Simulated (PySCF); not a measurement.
**MGe cations for M along group 14**

PBE with double-zeta basis sets in PySCF, for the lowest determinant that a PBE0 search found; no spin–orbit coupling. De refers to high-spin ground-configuration atoms (the charge goes to the atom of lower measured ionisation energy or higher electron affinity, which is not always the lowest computed limit). A positive dipole points towards Ge; it is taken about the centre of mass and depends on that origin.

```
 M       basis  charged atom  state (unpaired electrons)  Re (Å)  ωe (cm⁻¹)  De (eV)  μ (D)
 C   def2-SVPD           Ge+         quartet (σ ↑, π ↑↑)   1.942        652     3.71   0.06
Si    def2-SVP           Ge+         quartet (σ ↑, π ↑↑)   2.381        345     3.56  -2.17
Ge     pcseg-1           Ge+         quartet (σ ↑, π ↑↑)   2.459        239     3.52    n/a
Sn  cc-pVDZ-PP           Sn+         quartet (σ ↑, π ↑↑)   2.652        196     2.97   0.20
Pb    def2-SVP           Pb+         quartet (σ ↑, π ↑↑)   2.727        172      n/a   0.97
```

The shortest bond is that of GeC⁺ (1.942 Å), the longest that of GePb⁺ (2.727 Å).

The rows differ in basis set, which adds steps of its own.

Down a group the atoms grow and get heavier, so bonds lengthen and wavenumbers fall; this series shows no clear exception.

These are scalar-relativistic numbers at best; spin–orbit coupling would shift them, the dissociation energy most. For an ion De counts to the pair picked by the measured ionisation energies or electron affinities, which need not be the lowest pair at this level. States were picked by a PBE0 search and need not be the measured ground states.
